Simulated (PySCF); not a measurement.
**TiF at BHandHLYP**

Level: BHandHLYP. basis Ti def2-TZVPPD, F def2-TZVPPD; no relativity; PySCF 2.14.

| Item | Value |
| --- | --- |
| state | ⁴Σ⁻ (quartet), unpaired electrons σ ↑, δ ↑↑ |
| bond length | 1.789 Å |
| harmonic wavenumber | 705 cm⁻¹ |
| force constant | 3.98 mdyn/Å |
| rotational constant Be | 0.3871 cm⁻¹ |
| anharmonicity ωexe | 3.49 cm⁻¹ |
| vibration–rotation constant αe | 0.00266 cm⁻¹ |
| bond order (Mayer) | 0.81 |
| dipole moment (positive dipole means Ti(−)F(+)) | -3.17 D |

De is left out where the level can put another filling of the metal’s s and d shells below the measured ground configuration, by anything from nothing to about 1 eV. The state is the lowest single determinant that the PBE0 search found; with open d or f shells the true ground state can be another one.
